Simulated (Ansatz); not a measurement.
C$_{3}$H$_{3}$AlOSe (`O=[CH][AlH][C]#C[SeH]`), relaxed with RKS PBE-D4/def2-SVP in the Gaussian-basis code of Ansatz from a rough embedded geometry. The force threshold is 0.03 eV/Å; the program also tests the step.

Charge 0, multiplicity 1.

Start:

```xyz
9

O     0.359    0.711    2.478
C    -0.338   -0.287    2.384
Al   -0.788   -1.023    0.627
C    -0.076   -0.104   -1.007
C     0.390    0.341   -1.961
Se    1.121    1.138   -3.541
H    -0.753   -0.716    3.265
H    -1.778   -2.208    0.474
H     1.863    2.148   -2.718
```

```json
{"step": "1", "energy (eV)": "-77116.4337", "largest force (eV/Å)": "9.625", "largest move (Å)": "0.000"}
{"step": "2", "energy (eV)": "-77117.1198", "largest force (eV/Å)": "0.855", "largest move (Å)": "0.141"}
{"step": "3 (rejected)", "energy (eV)": "-77117.0382", "largest force (eV/Å)": "2.185", "largest move (Å)": "0.196"}
{"step": "4", "energy (eV)": "-77117.1903", "largest force (eV/Å)": "1.212", "largest move (Å)": "0.096"}
{"step": "5", "energy (eV)": "-77117.2091", "largest force (eV/Å)": "0.635", "largest move (Å)": "0.031"}
{"step": "6", "energy (eV)": "-77117.2171", "largest force (eV/Å)": "0.067", "largest move (Å)": "0.037"}
{"step": "7", "energy (eV)": "-77117.2177", "largest force (eV/Å)": "0.021", "largest move (Å)": "0.017"}
```

End:

```xyz
9

O     0.352    0.772    2.434
C    -0.329   -0.243    2.374
Al   -0.849   -1.025    0.560
C    -0.092   -0.186   -0.968
C     0.424    0.385   -1.947
Se    1.109    1.126   -3.464
H    -0.670   -0.733    3.350
H    -1.839   -2.272    0.412
H     1.895    2.176   -2.752
```

Hardware: 4 threads of an Arm Neoverse V2 on a shared host. Wall time 9.5 s, peak host memory 0.18 GiB.
